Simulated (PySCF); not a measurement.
NMR problem set

Computational details: geometry from GFN2-xTB, PBE0/pcSseg-1 with gauge-including orbitals, in PySCF 2.14 (equivalent nuclei averaged, single conformer, gas phase, non-relativistic Hamiltonian).

Scale: $^{1}$H (31.72 ppm) and $^{13}$C (186.93 ppm) vs TMS (reference shieldings calculated alike). Splittings of carbon signals by F and P are missing where no couplings were computed. Where no couplings were computed, multiplicities follow the n + 1 count of equivalent neighbours, and m marks all less simple cases (inequivalent or close neighbours, rings, F or P nearby). Shifts are as computed. Against solution values, carbons near 30 ppm lie about +3 ppm off and those near 130 ppm about +5 ppm. Of 1211 compounds with measured shifts, 218 miss one by over three times the rms of a fit or turn the order of signals round; such compounds aren't used in these exercises.

Problem. C9H3N3. $^{1}$H NMR (600 MHz, computed): δ 8.29 (s, 1H), 8.13 (m, 1H), 8.12 (m, 1H). $^{13}$C{$^{1}$H} NMR (computed): δ 145.6, 142.4, 141.2, 125.2, 123.6, 122.0, 121.7, 120.5, 120.0. Identify the compound.

Solution. SMILES N#Cc1ccc(C#N)c(C#N)c1. Rings plus π bonds: 10 (1 ring in the answer). 9 carbon signals for 9 carbons: no two carbons are equivalent. Carbon types of the structure: 6 × C, 3 × CH, which accounts for all hydrogens. δC 145.6, 142.4, 141.2: aromatic CH. δC 125.2, 123.6, 121.7: substituted aromatic carbon. δC 122.0, 120.5, 120.0: nitrile carbon; C≡N carbons fall here, among the sp2 signals but without a proton. δH 8.29, 8.13, 8.12: hydrogen on an aromatic CH; it sits in the deshielding region of the aromatic ring current.

The shifts were computed for this structure.

Problem. C8H7O2P. $^{1}$H NMR (400 MHz, computed): δ 10.28 (m, 2H), 8.13 (m, 2H), 2.81 (s, 3H). $^{13}$C{$^{1}$H} NMR (computed): δ 197.1 (CH), 178.8 (C), 148.2 (CH), 146.1 (C), 25.5 (CH3). Identify the compound.

Solution. `Cc1cc(C=O)pc(C=O)c1`. 5 carbon signals for 8 carbons: some carbons are equivalent by symmetry or fast rotation. Carbon types of the structure: 3 × C, 4 × CH, 1 × CH3, which accounts for all hydrogens. δC 197.1: aldehyde carbonyl carbon; low-lying n→π* states of the double bond to the heteroatom give a large paramagnetic term (-254 ppm). δC 178.8, 146.1: substituted aromatic carbon. δC 148.2: aromatic CH. δH 10.28: hydrogen on an aldehyde carbonyl carbon; deshielded by the polar, anisotropic C=O bond.

The data come from this structure; uniqueness wasn't tested.
